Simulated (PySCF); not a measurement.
CH₄BrFOSi. Atoms are numbered in the order given.

```xyz
9

C      2.0206    -0.2048    -1.0362
Si     0.1856    -0.1281    -0.7988
O     -0.4963    -1.5339    -1.3583
F     -0.4407     1.1479    -1.6094
Br    -0.3583     0.2080     1.3481
H      2.4524    -1.0319    -0.4398
H      2.4907     0.7453    -0.7161
H      2.2570    -0.3771    -2.1055
H     -1.4443    -1.6534    -1.1718
```

The structure is a stationary point at PBE-D3(BJ)/def2-SVP. The values are those of a single conformer.

Computed with PBE/def2-TZVP run with PySCF.

ESP charges are fitted to the potential on shells at 1.4 to 2.0 van der Waals radii. Atomic charges (e):

```
atom  ESP fit  Mulliken
----  -------  --------
C1      -0.66     -0.46
Si2      0.62      0.66
O3      -0.54     -0.47
F4      -0.25     -0.28
Br5     -0.17     -0.22
H6       0.19      0.15
H7       0.19      0.15
H8       0.23      0.15
H9       0.39      0.32
```

### Question
Give the Mayer and Wiberg (Löwdin basis) orders of the bonds. (An estimate is asked for; the answer gives what the named calculation found.)

### Answer

```csv
bond,Mayer,Wiberg
C1–Si2,1.04,1.22
Si2–O3,1.27,1.70
Si2–F4,1.15,1.68
Si2–Br5,1.12,1.71
C1–H6,0.93,0.89
C1–H7,0.94,0.89
C1–H8,0.93,0.89
O3–H9,0.87,1.00
```
